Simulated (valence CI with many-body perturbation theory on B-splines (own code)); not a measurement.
E1 line list for Hf66+

Calculated by valence CI with perturbative core correlation (CI+MBPT): four valence electrons over a frozen Dirac-Fock core [He], a basis of 11 s, 11 p, 9 d, 7 f, 5 g, 2 h, 1 i functions for each j, with the one-electron correlation potential Σ1 (screened to all orders), the two-electron term Σ2, the three-electron term Σ3, Breit, model QED; selected single and double excitations, second order for the rest (own B-spline code, finite nucleus).

The last digits are not significant, and no measured levels were compared; by estimate large intervals hold to a few tenths of a per cent, small ones and those within an open d or f shell to about a per cent. Among the levels kept, up to 290 cm⁻¹ of a level comes from second order outside the variational space, and about a tenth of that is noise between levels of different J, which matters for small intervals.

Lines 101 to 150 of 249 in falling wavelength, among levels below 11964 eV, chosen from the strongest by gf and those to the six lowest levels. Wavelengths and rates use the calculated energies. Electric multipoles are in the length gauge, E1 and E2 with the static RPA response of the core. Weak lines are less certain than strong ones. Lines between different terms over intervals too small for the method are left out, as are lines whose strength nearly cancels. The highest levels of a list are the least certain.

Levels are named by their leading jj configuration (3d3/2^4 stands for four electrons in 3d with j = 3/2), which in mixed levels can hold well under half, so a name can repeat and another be missing. Letters in brackets count levels of one name in rising energy.

| λ vac (Å) | Upper | Lower | A (s⁻¹) | S (a.u.) |
| --- | --- | --- | --- | --- |
| 1.469 | (2s 2p1/2^2 3s) J=0 | (2s 2p1/2^2 2p3/2) J=1 | 1.85e+14 | 2.89e-04 |
| 1.468 | (2p1/2^2 2p3/2 3s) J=1 | (2p1/2^2 2p3/2^2) J=2 | 1.59e+14 | 7.43e-04 |
| 1.462 | (2s 2p1/2 2p3/2 3s) J=3 | (2s 2p1/2 2p3/2^2) J=3 | 9.02e+13 | 9.74e-04 |
| 1.461 | (2s 2p1/2^2 3s) J=1 | (2s 2p1/2^2 2p3/2) J=2 | 1.69e+14 | 7.79e-04 |
| 1.459 | (2s^2 2p1/2 3s) J=1 | (2s^2 2p1/2 2p3/2) J=2 | 1.64e+14 | 7.56e-04 |
| 1.458 | (2s 2p1/2 2p3/2 3s) J=2 [b] | (2s 2p1/2 2p3/2^2) J=3 | 1.39e+14 | 1.07e-03 |
| 1.456 | (2s^2 2p1/2 3s) J=0 | (2s^2 2p1/2 2p3/2) J=1 | 2.00e+14 | 3.05e-04 |
| 1.456 | (2s^2 2p3/2 3s) J=2 | (2s^2 2p3/2^2) J=2 | 1.03e+14 | 7.84e-04 |
| 1.456 | (2s^2 2p1/2 3s) J=1 | (2s^2 2p1/2 2p3/2) J=1 | 3.23e+13 | 1.47e-04 |
| 1.454 | (2s^2 2p3/2 3s) J=1 | (2s^2 2p3/2^2) J=2 | 1.70e+14 | 7.73e-04 |
| 1.386 | (2s 2p1/2^2 3d3/2) J=1 | (2s 2p1/2^2 2p3/2) J=1 | 1.72e+14 | 6.77e-04 |
| 1.385 | (2s 2p1/2^2 3d3/2) J=2 | (2s 2p1/2^2 2p3/2) J=1 | 5.67e+12 | 3.72e-05 |
| 1.375 | (2s 2p1/2 2p3/2 3d5/2) J=2 [a] | (2s 2p1/2 2p3/2^2) J=1 [a] | 1.27e+14 | 8.12e-04 |
| 1.374 | (2s 2p1/2 2p3/2 3d3/2) J=2 [a] | (2s 2p1/2 2p3/2^2) J=2 [a] | 1.21e+14 | 7.73e-04 |
| 1.373 | (2s 2p1/2^2 3d3/2) J=1 | (2s 2p1/2^2 2p3/2) J=2 | 3.95e+13 | 1.51e-04 |
| 1.372 | (2s^2 2p1/2 3d3/2) J=2 | (2s^2 2p1/2 2p3/2) J=2 | 2.14e+14 | 1.37e-03 |
| 1.372 | (2s 2p1/2^2 3d3/2) J=2 | (2s 2p1/2^2 2p3/2) J=2 | 2.48e+14 | 1.58e-03 |
| 1.371 | (2s 2p1/2 2p3/2 3d3/2) J=2 [b] | (2s 2p1/2 2p3/2^2) J=3 | 1.72e+14 | 1.10e-03 |
| 1.371 | (2s 2p1/2 2p3/2 3d5/2) J=3 [b] | (2s 2p1/2 2p3/2^2) J=2 [b] | 1.16e+14 | 1.03e-03 |
| 1.371 | (2s 2p1/2 2p3/2 3d5/2) J=1 [a] | (2s 2p1/2 2p3/2^2) J=1 [a] | 3.47e+14 | 1.32e-03 |
| 1.370 | (2s 2p1/2 2p3/2 3d5/2) J=2 [b] | (2s 2p1/2 2p3/2^2) J=1 [b] | 3.59e+14 | 2.27e-03 |
| 1.370 | (2s^2 2p1/2 3d3/2) J=2 | (2s^2 2p1/2 2p3/2) J=1 | 2.33e+13 | 1.48e-04 |
| 1.369 | (2s 2p1/2 2p3/2 3d5/2) J=2 [b] | (2s 2p1/2 2p3/2^2) J=2 [b] | 5.87e+14 | 3.72e-03 |
| 1.368 | (2s^2 2p1/2 3d3/2) J=1 | (2s^2 2p1/2 2p3/2) J=2 | 3.70e+13 | 1.41e-04 |
| 1.368 | (2s 2p1/2 2p3/2 3d5/2) J=1 [b] | (2s 2p1/2 2p3/2^2) J=1 [b] | 9.27e+14 | 3.51e-03 |
| 1.368 | (2s^2 2p3/2 3d3/2) J=2 | (2s^2 2p3/2^2) J=2 | 1.18e+14 | 7.46e-04 |
| 1.367 | (2s 2p1/2 2p3/2 3d5/2) J=1 [a] | (2s 2p1/2 2p3/2^2) J=0 | 8.52e+14 | 3.22e-03 |
| 1.367 | (2s 2p1/2 2p3/2 3d5/2) J=1 [b] | (2s 2p1/2 2p3/2^2) J=2 [b] | 2.81e+14 | 1.06e-03 |
| 1.367 | (2s 2p1/2^2 3d5/2) J=2 | (2s 2p1/2^2 2p3/2) J=1 | 1.20e+15 | 7.54e-03 |
| 1.367 | (2s 2p1/2 2p3/2 3d5/2) J=0 | (2s 2p1/2 2p3/2^2) J=1 [b] | 1.34e+15 | 1.68e-03 |
| 1.366 | (2s^2 2p3/2 3d3/2) J=3 | (2s^2 2p3/2^2) J=2 | 2.18e+13 | 1.92e-04 |
| 1.366 | (2s^2 2p3/2 3d3/2) J=1 | (2s^2 2p3/2^2) J=2 | 2.60e+14 | 9.81e-04 |
| 1.366 | (2s^2 2p1/2 3d3/2) J=1 | (2s^2 2p1/2 2p3/2) J=1 | 2.05e+14 | 7.73e-04 |
| 1.358 | (2s 2p1/2 2p3/2 3d3/2) J=2 [c] | (2s 2p1/2 2p3/2^2) J=2 [a] | 2.04e+14 | 1.26e-03 |
| 1.358 | (2s^2 2p3/2 3d5/2) J=1 | (2s^2 2p3/2^2) J=0 | 1.38e+15 | 5.12e-03 |
| 1.357 | (2s 2p1/2 2p3/2 3d5/2) J=3 [b] | (2s 2p1/2 2p3/2^2) J=3 | 1.04e+15 | 8.96e-03 |
| 1.357 | (2s 2p1/2^2 3d5/2) J=3 | (2s 2p1/2^2 2p3/2) J=2 | 1.34e+15 | 1.16e-02 |
| 1.356 | (2s 2p1/2 2p3/2 3d5/2) J=4 [b] | (2s 2p1/2 2p3/2^2) J=3 | 1.74e+15 | 1.93e-02 |
| 1.356 | (2s 2p1/2 2p3/2 3d5/2) J=2 [a] | (2s 2p1/2 2p3/2^2) J=2 [a] | 5.98e+14 | 3.68e-03 |
| 1.356 | (2s^2 2p1/2 3d5/2) J=2 | (2s^2 2p1/2 2p3/2) J=2 | 1.43e+14 | 8.77e-04 |
| 1.355 | (2s 2p1/2 2p3/2 3d5/2) J=3 [a] | (2s 2p1/2 2p3/2^2) J=2 [a] | 1.77e+15 | 1.52e-02 |
| 1.355 | (2s 2p1/2 2p3/2 3d5/2) J=2 [b] | (2s 2p1/2 2p3/2^2) J=3 | 1.78e+14 | 1.09e-03 |
| 1.355 | (2s^2 2p1/2 3d5/2) J=3 | (2s^2 2p1/2 2p3/2) J=2 | 1.34e+15 | 1.16e-02 |
| 1.354 | (2s 2p1/2^2 3d5/2) J=2 | (2s 2p1/2^2 2p3/2) J=2 | 9.84e+13 | 6.03e-04 |
| 1.353 | (2s 2p1/2 2p3/2 3d3/2) J=2 [d] | (2s 2p1/2 2p3/2^2) J=2 [a] | 1.52e+14 | 9.28e-04 |
| 1.353 | (2s^2 2p3/2 3d5/2) J=2 | (2s^2 2p3/2^2) J=2 | 1.00e+15 | 6.14e-03 |
| 1.353 | (2s^2 2p1/2 3d5/2) J=2 | (2s^2 2p1/2 2p3/2) J=1 | 1.23e+15 | 7.53e-03 |
| 1.353 | (2s 2p1/2 2p3/2 3p3/2) J=3 [a] | (2s^2 2p3/2^2) J=2 | 7.46e+13 | 6.38e-04 |
| 1.351 | (2s 2p1/2 2p3/2 3p3/2) J=1 [a] | (2s^2 2p3/2^2) J=2 | 3.11e+12 | 1.14e-05 |
| 1.351 | (2s 2p1/2 2p3/2 3d5/2) J=3 [b] | (2s 2p1/2 2p3/2^2) J=2 [a] | 1.70e+14 | 1.45e-03 |
